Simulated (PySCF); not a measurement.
One molecule, many inputs

Molecule: SMILES CC(=O)C#CCC(F)(F)F, C6H5F3O; geometry GFN2-xTB.

Bonds (- single, = double, # triple, : aromatic): C1-C2 1.504 Å, C2=O3 1.204 Å, C2-C4 1.444 Å, C4#C5 1.203 Å, C5-C6 1.447 Å, C6-C7 1.523 Å, C7-F8 1.339 Å, C7-F9 1.342 Å, C7-F10 1.339 Å. C1 carries H11, H12, H13; C6 carries H14, H15.

All runs: PySCF 2.14, non-relativistic, gas phase unless a solvent (IEF-PCM) is named; grid level 2, GIAOs and SCF threshold 1e-9 unless changed. The yardstick, PBE0/pcSseg-1, gives these isotropic shieldings σ (ppm, equivalent atoms averaged): C7 53.2, C5 99.2, C6 157.4, O3 -362.9, F8/F9/F10 251.0, H14/H15 28.49, H11/H12/H13 29.32.

Q: What do these inputs give? (1) PBE0/pcSseg-0; (2) PBE0/pcSseg-1; conv 0.1; max_cycle 56; (3) mPW1PW91/pcSseg-1; guess atom; (4) solvent methanol; BLYP/pcSseg-1; aux def2-universal-jkfit; (5) PBE0/def2-SVP; grid level 4; (6) wB97X-D/3-21G; grid level 1; guess sap

A: 
```tsv
run	outcome	functions	wall time	C7	C5	C6	O3	F8/F9/F10	H14/H15	H11/H12/H13
1	converged	100	10 s	44.0	104.8	163.2	-446.3	255.5	29.65	30.41
2	converged	195	23 s	54.1	104.1	158.1	-422.0	255.6	28.49	29.13
3	converged	195	28 s	52.3	98.5	156.4	-362.4	251.4	28.53	29.36
4	converged	195	27 s	36.5	86.9	146.9	-296.9	235.9	28.14	29.26
5	converged	165	45 s	65.7	113.8	170.1	-318.7	274.6	28.82	29.59
6	converged	100	10 s	84.7	133.1	182.0	-305.5	300.3	30.26	30.67
```

Times are on 1 thread of an Arm Neoverse V2, shared host.

Q: Comment on the technical settings and failures.

A: 
- Run 2: A loose SCF threshold (0.1) leaves errors in the orbitals that response properties inherit. The cycle limit changes the path of the SCF (4 cycles), not the solution, provided the same state is reached.
- Run 3: The functional differs from the yardstick's, which in itself moves the values. The starting guess changes the path of the SCF (11 cycles), not the solution, provided the same state is reached.
- Run 4: The functional and medium differ from the yardstick's, which in itself moves the values. The other auxiliary basis adds little: it changes only the density-fitting error.
- Run 6: The functional and orbital basis differ from the yardstick's, which in itself moves the values. Grid level 1 is coarse; it adds numerical noise and can break the equality of equivalent atoms. The starting guess changes the path of the SCF (15 cycles), not the solution, provided the same state is reached.

Run 2 was set up unsoundly or failed; its numbers aren't to be quoted as properties of the molecule.
